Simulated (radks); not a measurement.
Values are calculated unless marked as measured or tabulated.
Problem. These are the eigenvalues of the occupied orbitals of an atom or ion with whole-number occupations (hartree). Code: a radial shooting solver on a logarithmic mesh with Libxc functionals. Model: Dirac Kohn-Sham, exchange-only B88, spin-unpolarised, spherical densities, finite nucleus; Fermi nuclear charge, rms radius of each element as measured or else 0.836 A^(1/3) + 0.57 fm.

orbital  eigenvalue
1s1/2     -1905.541
2s1/2     -317.3262
2p1/2     -301.6834
2p3/2     -274.2413
3s1/2     -71.91616
3p1/2     -65.10749
3p3/2     -59.44492
3d3/2     -47.69891
3d5/2     -46.46387
4s1/2     -15.78327
4p1/2     -13.11135
4p3/2     -11.83862
4d3/2      -7.43037
4d5/2      -7.19853
5s1/2      -3.36668
5p1/2      -2.59476
5p3/2      -2.40013
4f5/2      -1.95279
4f7/2      -1.91928

Which element is it, and in what charge state? The configuration may be excited. Open shells, if any, fill j = l - 1/2 first.

Solution. Z = 65, terbium, charge +4: Tb4+ in [Xe] 4f7. The list shows which subshells hold electrons but not how many an open one holds; the 1s level, -1905.5 hartree, gives Z - s = 61.7 by -(Z - s)^2/2, which with screening and relativity narrows Z to a few neighbours, and the depths of the outer levels then fix element, charge and occupations together.
